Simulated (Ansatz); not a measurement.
Reaction: C2H5N (N-methylmethanimine, SMILES N(=C)C) → C2H4N (SMILES [CH2]N=C, doublet) + H (doublet) (the C-H bond breaks)
Each species at its own B3LYP-D3(BJ)/def2-TZVP minimum (Ansatz, a quantum-chemistry and plane-wave program).

Quantity: bond dissociation energy (electronic), in kcal/mol. Radicals and triplets start from unrestricted determinants; spin-orbit coupling is neglected. CBS(X,Y): correlation extrapolated as X^-3, Hartree-Fock from the larger set. A bracket is a step between two methods taken in the basis named. The functionals are non-relativistic, so their misses hold any scalar relativity. Double hybrids freeze cores in their MP2 part. '+ core + X2C': CCSD(T) terms for core correlation (cc-pwCVTZ) and scalar relativity (cc-pVTZ-DK). Where a partner has so few electrons that a lower coupled-cluster level is exact, that level stands in. The UHF reference of C2H4N ([CH2]N=C, doublet) is spin-contaminated (<S^2> up to 0.21 over the pure value in the sets run).

CCSD(T)/CBS(cc-pVTZ,cc-pVQZ) + [CCSDT(Q) - CCSD(T)]/cc-pVDZ + core + X2C (Ansatz) gives 96.5 kcal/mol.

Task: What does PBE/def2-TZVPD (Ansatz) give here, and how do the other levels compare?

Result: PBE gives 90.4 kcal/mol, 6.1 kcal/mol below it. Differences of the others: r2SCAN/def2-TZVPD (Ansatz) -8.1; B3LYP/def2-TZVPD (Ansatz) -4.5; PBE0/def2-TZVPD (Ansatz) -6.0; B2PLYP/def2-TZVPD (Ansatz) -2.7; CCSD(T)/CBS(cc-pVTZ,cc-pVQZ) + core + X2C (Ansatz) 0.4 kcal/mol.
